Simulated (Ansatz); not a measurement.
ClMoO2, charge +1, singlet, geometry from GFN2-xTB (such geometries of metal compounds can be far from the true shape) (the multiplicity is a formal guess) (core potentials on Mo). Base run: HF/def2-SVP in Ansatz (an electronic-structure program).

Geometry (Å):
```xyz
4

Mo     0.2597     0.0318     0.3459
O      1.4798    -0.7312    -0.4455
O     -0.6682    -1.0249     1.1942
Cl    -1.0236     0.7479    -1.2070
```
Charge +1, spin multiplicity 1.
All else is at Ansatz's defaults.

Variants of this job, named by their change:

```json
[
 {"change": "base", "E (Eh)": "-676.13389"},
 {"change": "functional = pbe0", "E (Eh)": "-678.00725"},
 {"change": "functional = pbe", "E (Eh)": "-678.06570"},
 {"change": "functional = blyp", "E (Eh)": "-678.33791"},
 {"change": "functional = b3lyp", "E (Eh)": "-678.36624"},
 {"change": "functional = blyp; dispersion = d4", "E (Eh)": "-678.34663"},
 {"change": "functional = lc_wpbe", "E (Eh)": "-678.09784"},
 {"change": "functional = wB97X-V", "E (Eh)": "-678.15097"},
 {"change": "functional = BHLYP", "E (Eh)": "-678.09068"},
 {"change": "functional = pbe0; dispersion = d3bjatm", "E (Eh)": "-678.01086"},
 {"change": "functional = revpbe", "E (Eh)": "-678.30219"},
 {"change": "functional = SVWN5", "E (Eh)": "-675.72227"},
 {"change": "functional = blyp; dispersion = d3bjatm", "E (Eh)": "-678.34729"}
]
```

Absolute energies of different levels of theory aren't comparable as measures of quality.
